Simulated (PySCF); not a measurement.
Isomers C7H6O3:

A. `[C@]12(C(=O)O)C=C[C@H](C=C1)O2`
B. 3-hydroxybenzoic acid
C. methoxybenzoquinone (COC1=CC(=O)C=CC1=O)

Spectrum 1. 1H NMR (400 MHz, computed): δ 7.96 (d, 1H), 7.74 (s, 1H), 7.68 (m, 1H), 7.40 (d, 1H), 6.36 (br s, 1H), 4.58 (br s, 1H). 13C{1H} NMR (computed): δ 171.0 (C), 163.7 (C), 135.4 (CH), 134.2 (C), 127.7 (CH), 125.6 (CH), 121.3 (CH).

Spectrum 2. 1H NMR (400 MHz, computed): δ 6.66 (m, 1H), 6.65 (m, 1H), 6.28 (s, 1H), 4.39 (s, 3H). 13C{1H} NMR (computed): δ 192.4 (C), 192.2 (C), 162.3 (C), 142.6 (CH), 139.1 (CH), 119.2 (CH), 61.7 (CH3).

Spectrum 3. 1H NMR (400 MHz, computed): δ 7.54 (m, 2H), 7.42 (m, 2H), 6.56 (br s, 1H), 5.40 (m, 1H). 13C{1H} NMR (computed): δ 177.1 (C), 158.3 (CH), 155.8 (CH), 94.8 (C), 86.1 (CH).

Method: σ from GIAO-PBE0/pcSseg-1, GFN2-xTB geometry, in PySCF 2.14.0 with density-fitted response routines (one averaged value for each set of equivalent atoms, relativity neglected, single conformer, no solvent model).

δ = σ(ref) − σ, references computed at the same level: 1H (31.72 ppm), 13C (186.93 ppm) vs TMS. Where no couplings were computed, multiplicities follow the n + 1 count of equivalent neighbours, and m marks all less simple cases (inequivalent or close neighbours, rings, F or P nearby). Acid and N–H amide carbonyl carbons lie up to 10 ppm further downfield in solution (hydrogen bonding). Shifts are as computed. Against solution values, carbons near 30 ppm lie about +3 ppm off and those near 130 ppm about +5 ppm. Of 1211 compounds with measured shifts, 218 miss one by over three times the rms of a fit or turn the order of signals round; such compounds aren't used in these exercises. OH and NH positions are gas-phase values without hydrogen bonding to other molecules.

Q: Which spectrum belongs to which compound?

A: 1–B, 2–C, 3–A.

- Spectrum 1 (B): 7 13C signals; δC 171.0 is a carboxylic acid carbon; δC 163.7 is an aromatic carbon bearing oxygen.
- Spectrum 2 (C): 7 13C signals; δC 192.4 is a ketone carbonyl carbon; δC 192.2 is a ketone carbonyl carbon.
- Spectrum 3 (A): 5 13C signals; δC 177.1 is a carboxylic acid carbon; δC 158.3 is an alkene CH.
